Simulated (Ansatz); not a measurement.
Gas-phase electronic energies from Ansatz, PBE0-D4/def2-TZVP geometries. CCSD(T)/CBS adds triple-zeta CCSD(T) − MP2 to the extrapolated MP2 energy (def2 sets, frozen cores). This one scheme is used for every species, atoms too. DFT in def2-TZVPP. B3LYP here is the variant with VWN-RPA as its local correlation; programs differ in this. Open shells (•) are unrestricted, without spin–orbit coupling. Spin–orbit coupling would lower the free atoms: a little for C, F, O, S; strongly for Sn. Elements past krypton have def2 core potentials. For Sn outer-core shells are correlated without core-valence functions, so the limit isn't a true one: a few kJ/mol of doubt a bond, and 10 to 20 or more in all where bonds break to atoms. One conformer a species, not always the lowest.

Consider the atomization: `C[O][Sn]([CH3])([F])[SH]` → 2 C• + F• + 7 H• + O• + S• + Sn•.

`C[O][Sn]([CH3])([F])[SH]`:

```xyz
13

C     1.032   -2.082   -0.296
O     1.120   -0.675   -0.302
Sn   -0.434    0.448    0.033
C     0.204    2.460   -0.008
F    -1.635    0.110   -1.435
S    -1.683   -0.377    1.894
H     0.504   -2.464    0.587
H     2.049   -2.484   -0.282
H     0.526   -2.459   -1.192
H     1.127    2.512   -0.584
H     0.378    2.812    1.008
H    -0.570    3.062   -0.481
H    -2.618   -0.863    1.058
```

Task: What is ΔE at CCSD(T)/CBS? (Estimate.)

Result: Computed: +1103.5 kcal/mol.

Task: What do these levels give: r2SCAN-D4, PBE0-D4, B3LYP-D4, B2PLYP, PBE, PBE0, HF/def2-TZVPP, CCSD(T)/def2-TZVPP, HF/def2-QZVPP, MP2/def2-QZVPP, SCS-MP2/def2-QZVPP, HF/CBS(def2)? (An estimate is asked.)

Result: Ansatz gave: r2SCAN-D4 1098.2, PBE0-D4 1091.6, B3LYP-D4 1090.7, B2PLYP 1080.4, PBE 1108.5, PBE0 1085.5, HF/def2-TZVPP 777.4, CCSD(T)/def2-TZVPP 1069.3, HF/def2-QZVPP 780.1, MP2/def2-QZVPP 1106.4, SCS-MP2/def2-QZVPP 1100.9, HF/CBS(def2) 780.5 kcal/mol.

Largest T1 diagnostic among the species: 0.013.

The D4 term adds +11.4 kcal/mol with B3LYP and +6.1 kcal/mol with PBE0; it sums over pairs of atoms, weighted by their polarisabilities, and B3LYP, whose exchange is more repulsive, gets the larger term. From PBE to PBE0 (25 % exact exchange), in def2-TZVPP and without D4, ΔE moves by −23.0 kcal/mol: exact exchange takes away binding that semilocal exchange gives to molecules. In def2-TZVPP, CCSD(T) changes the Hartree–Fock value by +291.9 kcal/mol (the triples alone add +18.7 kcal/mol) and MP2 by +308.4 kcal/mol; breaking electron pairs costs correlation energy, which Hartree–Fock lacks.

For atomizations the MP2-based limit and the directly extrapolated one differ by several kJ/mol either way, and by 10 to 25 for some Ge, Se and Sn compounds, so smaller differences from it don't rank the levels.
